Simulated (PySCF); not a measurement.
# Highest orbital energy against ionisation energy along group 13

Calculated with PySCF 2.14, no spin-orbit coupling. Each cell gives −ε(HOMO) / ΔSCF in eV; NIST values include spin-orbit coupling, (s) semi-empirical, (t) theoretical.

```csv
species,UHF,LDA,PBE,PBE0,r2SCAN,NIST (lowest levels)
"B⁺ (aug-cc-pV5Z, non-relativistic)",23.778 / 23.443,19.408 / 24.553,19.505 / 24.606,20.793 / 24.561,19.731 / 24.263,25.155
"Al⁺ (aug-cc-pV(5+d)Z, non-relativistic)",17.750 / 17.521,14.891 / 18.894,14.781 / 18.755,15.736 / 18.651,14.935 / 18.378,18.829
"Ga⁺ (aug-cc-pV5Z-PP with ECP10MDF, ECP)",19.025 / 18.744,16.623 / 21.129,16.269 / 20.712,17.169 / 20.385,16.612 / 20.520,20.515
"In⁺ (aug-cc-pV5Z-PP with ECP28MDF, ECP)",17.281 / 17.008,15.373 / 19.496,14.988 / 19.054,15.781 / 18.719,15.206 / 18.809,18.870
```

Problem. How far is −ε(HOMO) from ΔSCF on average for each method, and why?

Solution. UHF 0.28 eV; LDA -4.44 eV; PBE -4.40 eV; PBE0 -3.21 eV; r2SCAN -3.87 eV. Hartree-Fock orbital energies lack relaxation and so exceed the ΔSCF value; semilocal functionals have convex E(N) from self-interaction, so their HOMO lies far too high; exact exchange moves hybrids part of the way back.
